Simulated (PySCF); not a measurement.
**C₆ coefficients of unlike pairs at PBE**

Calculated with PySCF 2.14 from the dipole response of each species, C₆(A,B) = (3/π) ∫ α_A(iu) α_B(iu) du, in atomic units, from isotropic polarisabilities. For ions this is the dispersion term alone; charge-induced terms of lower order in 1/R come first.

```csv
species,configuration,basis,relativity,α (bohr³),C₆ (like pair)
F³⁺,[He] 2s2 2p2 (3P),dyall-av3z (15s9p3d2f),none,0.9415,0.8502
Cd²⁺,[Kr] 4d10 (1S),aug-cc-pVTZ-PP with ECP28MDF (6s6p5d3f2g),core potential,5.529,28.03
Cr⁺,[Ar] 3d5 (6S),aug-cc-pwCVTZ-DK (10s9p7d4f3g),spin-free X2C,14.41,54.03
Lu⁺,[Xe] 4f14 6s2 (1S),"x2c-TZVPPall with one added diffuse shell each of s, p, d type (12s8p8d2f2g)",spin-free X2C,59.38,590.4
```

(1) Estimate C₆ for Cd²⁺ with F³⁺.

No spin-orbit coupling is included.

The other pairs:

```json
{"pair": "Lu⁺, F³⁺", "C₆": "17.25"}
{"pair": "Lu⁺, Cr⁺", "C₆": "171.8"}
{"pair": "Cr⁺, Cd²⁺", "C₆": "35.78"}
{"pair": "Cr⁺, F³⁺", "C₆": "6.174"}
{"pair": "Lu⁺, Cd²⁺", "C₆": "100.4"}
```

Results:

(1) The integral gives 4.874. The combination rule 2 C_A C_B / (C_A α_B/α_A + C_B α_A/α_B) gives 4.880 and the geometric mean 4.881.
